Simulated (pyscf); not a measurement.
Structures and frequencies: ωB97X-D3(BJ)/def2-SVP in PySCF. Singlets are restricted, triplets unrestricted.

Singlet (Å):
```xyz
7

Si    -0.3390    -0.4191    -1.0035
Te     1.8278     0.2950    -0.0136
Ge     1.1934     2.6638     0.6086
Cl    -0.8995     2.7029    -0.0852
H     -0.1063    -1.8295    -1.4259
H     -1.4187    -0.3755     0.0142
H     -0.6696     0.4083    -2.1906
```

Triplet (Å):
```xyz
7

Si     1.1622    -0.0592     0.7508
Te     0.3698    -0.0542    -1.6127
Ge    -1.2409     1.8094    -1.0004
Cl    -3.1426     1.2443    -0.1048
H      2.0947    -1.2132     0.9036
H      1.8740     1.2144     1.0338
H     -0.0112    -0.2146     1.6489
```

Problem. For these two minima of `[SiH3][Te][Ge][Cl]`, which spin state lies lower at ωB97X-D3(BJ)/def2-TZVP, and by how much (electronic energies)?

Solution. The singlet, by 188.5 kJ/mol. Zero-point energy shifts E(triplet) − E(singlet) by -1.7 kJ/mol. The 7 functionals that were run give +158.4 (M06-2X) to +188.5 kJ/mol (ωB97X-D3(BJ)). Other isomers of H₃Si–Te–Ge:–Cl [singlet] were not searched in full and may lie lower. 

E(triplet) − E(singlet) by level (kJ/mol):

```csv
level,gap
ωB97X-D3(BJ)/def2-TZVP,+188.5
PBE/def2-TZVP,+177.5
r²SCAN/def2-TZVP,+166.6
B3LYP-D3(BJ)/def2-TZVP,+187.1
PBE0-D3(BJ)/def2-TZVP,+173.3
M06-2X/def2-TZVP,+158.4
ωB97M-D3(BJ)/def2-TZVP,+187.0
HF/def2-TZVP,+117.4
```

The triplet is the lowest one reached from the SCF start used. Elements up to Kr have no core potential and no relativistic terms here. Elements past Kr carry the def2 core potentials, without spin-orbit coupling.
